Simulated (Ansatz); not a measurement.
CH10AlNSi2 (`C[SiH]([SiH3])[NH][AlH2]`), relaxed with RKS PBE-D4/def2-SVP in Ansatz 0.2.0 from a rough embedded geometry. The force threshold is 0.03 eV/Å; the program also tests the step.

Total charge 0; spin multiplicity 1.

Start:

```xyz
15

C    -0.887   -1.274   -0.732
Si    0.433   -0.095   -0.161
Si    0.986    1.164   -1.903
N    -0.063    1.012    1.142
Al   -0.263   -0.052    2.748
H    -0.578   -1.868   -1.520
H    -1.185   -1.903    0.159
H    -1.782   -0.636   -1.006
H     1.635   -0.886    0.308
H     2.115    2.063   -1.502
H     1.484    0.275   -2.986
H    -0.118    1.940   -2.350
H    -1.140    1.304    0.947
H     1.036   -0.768    3.396
H    -1.673   -0.276    3.460
```

Question: By how much does the energy fall, and how many steps does the optimiser take? (Best estimate.)

Answer: Computed: 25.16 kcal/mol, in 12 steps.

Question: Which bonds change most? (An estimate is asked.)

Answer: Ansatz gave: Si2–Si3 from 2.219 to 2.361 Å; N4–Al5 from 1.936 to 1.804 Å; N4–H13 from 1.133 to 1.027 Å; Si3–H12 from 1.421 to 1.511 Å.

Question: Give the relaxed structure. (Estimate.)

Answer: Ansatz gave: 
```xyz
15

C    -0.927   -1.559   -1.063
Si    0.260   -0.375   -0.184
Si    1.010    1.273   -1.701
N    -0.487    0.426    1.203
Al   -0.106    0.283    2.961
H    -0.428   -2.058   -1.920
H    -1.285   -2.345   -0.365
H    -1.814   -1.019   -1.455
H     1.436   -1.146    0.358
H     2.064    2.154   -1.080
H     1.575    0.679   -2.968
H    -0.152    2.157   -2.090
H    -1.226    1.091    0.943
H     1.028   -0.752    3.392
H    -0.947    1.192    3.970
```
